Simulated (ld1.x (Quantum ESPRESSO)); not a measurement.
## Ti: excitation energies, all-electron against PAW

Ti, PAW, made with ld1.x (Quantum ESPRESSO) 7.5 (PW91, scalar-relativistic). Core [Ne], reference 3s2 3p6 3d2 4s2 4p0. Waves: 3s (bound): rcut 1.35, rcutus 1.45 bohr; 4s (bound): rcut 1.35, rcutus 1.45 bohr; 3p (bound): rcut 2.15, rcutus 2.35 bohr; 4p (bound, empty): rcut 2.15, rcutus 2.35 bohr; 3d (bound): rcut 0.95, rcutus 1.30 bohr; 3d channel at 0.3 Ry: rcut 0.95, rcutus 1.30 bohr. Local part: all-electron potential smoothed inside 1.65 bohr (lloc = -2). Core correction: a·sin(br)/r model core, default radius (core density twice the valence density). Augmentation charge: BESSEL, radius 0.95 bohr.

Energies are relative to the spin-unpolarised reference configuration 3s2 3p6 3d2 4s2 4p0; without spin polarisation the order of configurations can differ from experiment.

```json
{"valence configuration": "3s2 3p6 3d2 4s1 4p0", "charge": "+1", "ΔE all-electron (eV)": "7.393", "error AE − PS (meV)": "-0.5"}
{"valence configuration": "3s2 3p6 3d1 4s0 4p0", "charge": "+3", "ΔE all-electron (eV)": "48.037", "error AE − PS (meV)": "-36"}
{"valence configuration": "3s2 3p6 3d0 4s0 4p0", "charge": "+4", "ΔE all-electron (eV)": "91.450", "error AE − PS (meV)": "-292"}
{"valence configuration": "3s2 3p6 3d1 4s2 4p1", "charge": "0", "ΔE all-electron (eV)": "4.711", "error AE − PS (meV)": "-30"}
{"valence configuration": "3s2 3p6 3d1 4s2 4p0", "charge": "+1", "ΔE all-electron (eV)": "9.820", "error AE − PS (meV)": "-24"}
```

(1) What are ΔE and the potential's error for 3s2 3p6 3d2 4s0 4p0?

(2) What are ΔE and the potential's error for 3s2 3p6 3d2.5 4s1.5 4p0?

Levels in the configuration 3s2 3p6 3d1 4s2 4p1:

```tsv
level	all-electron (eV)	pseudo (eV)
3s	-68.988	-69.129
3p	-44.998	-45.086
3d	-9.398	-9.491
4s	-6.265	-6.273
4p	-2.592	-2.592
```

## Answers

(1) ΔE = 20.985 eV all-electron; the error (AE − PS) is -0.9 meV.

(2) ΔE = 0.343 eV all-electron; the error (AE − PS) is -3.0 meV.
